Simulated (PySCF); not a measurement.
## Energy of Sb (antimony, neutral) between two integer charges

The 5p alpha orbital of [Kr] 4d10 5s2 5p3 is emptied in steps (occupation f), with all orbitals relaxed, ending at [Kr] 4d10 5s2 5p2. Calculation: PySCF 2.14, in def2-TZVP with the def2 core potential (28 electrons) (6s5p3d2f, 50 functions); scalar relativity through the core potential. The exact energy is a straight line in f; departures are measured from the line between the end points of the same method.

Task: Among UHF, LDA, PBE, PBE0, r2SCAN, LC-wPBE, BHandHLYP, wB97X, r2SCAN0, CAM-B3LYP, which shows the largest delocalisation error (convex curve), and which is closest to linear?

Result: Most convex: LDA (-0.917 eV at f = 0.5); closest to linear: LC-wPBE (-0.010 eV).

| f | UHF (eV) | LDA (eV) | PBE (eV) | PBE0 (eV) | r2SCAN (eV) | LC-wPBE (eV) | BHandHLYP (eV) | wB97X (eV) | r2SCAN0 (eV) | CAM-B3LYP (eV) |
| --- | --- | --- | --- | --- | --- | --- | --- | --- | --- | --- |
| 1 | 0.000 | 0.000 | 0.000 | 0.000 | 0.000 | 0.000 | 0.000 | 0.000 | 0.000 | 0.000 |
| 0.9 | 0.045 | -0.326 | -0.317 | -0.228 | -0.301 | -0.005 | -0.145 | -0.027 | -0.218 | -0.124 |
| 0.7 | 0.103 | -0.766 | -0.742 | -0.532 | -0.698 | -0.010 | -0.339 | -0.065 | -0.504 | -0.291 |
| 0.5 | 0.120 | -0.917 | -0.886 | -0.633 | -0.825 | -0.010 | -0.405 | -0.080 | -0.594 | -0.348 |
| 0.3 | 0.099 | -0.774 | -0.746 | -0.531 | -0.688 | -0.006 | -0.341 | -0.071 | -0.493 | -0.293 |
| 0.1 | 0.042 | -0.333 | -0.320 | -0.227 | -0.293 | -0.001 | -0.147 | -0.032 | -0.209 | -0.126 |
| 0 | 0.000 | 0.000 | 0.000 | 0.000 | 0.000 | 0.000 | 0.000 | 0.000 | 0.000 | 0.000 |

| method | E(f=0) − E(f=1) (eV) | −ε at f=1 (eV) | −ε at f=0.5 (eV) |
| --- | --- | --- | --- |
| UHF | 8.584 | 9.091 | 8.572 |
| LDA | 9.118 | 5.511 | 9.093 |
| PBE | 8.961 | 5.448 | 8.950 |
| PBE0 | 9.040 | 6.512 | 9.043 |
| r2SCAN | 9.165 | 5.820 | 9.198 |
| LC-wPBE | 9.098 | 9.041 | 9.110 |
| BHandHLYP | 8.856 | 7.250 | 8.850 |
| wB97X | 8.769 | 8.472 | 8.752 |
| r2SCAN0 | 9.192 | 6.768 | 9.226 |
| CAM-B3LYP | 8.952 | 7.575 | 8.945 |

Reference removal energy between the ground levels: 8.608 eV (measured; NIST Atomic Spectra Database, ionization energies). The calculation has no spin-orbit coupling. UHF lacks correlation.
